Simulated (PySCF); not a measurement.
Highest orbital energy against ionisation energy along group 16

Calculated with PySCF 2.14, no spin-orbit coupling. Each cell gives −ε(HOMO) / ΔSCF in eV; NIST values include spin-orbit coupling, (s) semi-empirical, (t) theoretical.

```csv
species,UHF,LDA,PBE,PBE0,r2SCAN,NIST (lowest levels)
"O²⁺ (x2c-QZVPPall with one added diffuse shell each of s, p, d, f type, spin-free X2C)",55.794 / 54.609,44.984 / 55.420,45.061 / 55.270,47.897 / 55.305,46.126 / 55.602,54.936 (s)
"S²⁺ (x2c-QZVPPall with one added diffuse shell each of s, p, d, f type, spin-free X2C)",34.721 / 34.150,28.852 / 34.867,28.941 / 34.822,30.569 / 34.865,29.474 / 35.013,34.86 ± 0.04 (s)
"Se²⁺ (x2c-QZVPPall with one added diffuse shell each of s, p, d, f type, spin-free X2C)",31.454 / 30.997,26.322 / 31.755,26.284 / 31.566,27.771 / 31.629,26.809 / 31.829,31.697 ± 0.019
"Te²⁺ (x2c-QZVPPall with one added diffuse shell each of s, p, d, f type, spin-free X2C)",27.350 / 26.963,23.080 / 27.733,22.987 / 27.501,24.272 / 27.568,23.414 / 27.685,27.84 ± 0.04
```

Problem. How far is −ε(HOMO) from ΔSCF on average for each method, and why?

Solution. UHF 0.65 eV; LDA -6.63 eV; PBE -6.47 eV; PBE0 -4.71 eV; r2SCAN -6.08 eV. Hartree-Fock orbital energies lack relaxation and so exceed the ΔSCF value; semilocal functionals have convex E(N) from self-interaction, so their HOMO lies far too high; exact exchange moves hybrids part of the way back.
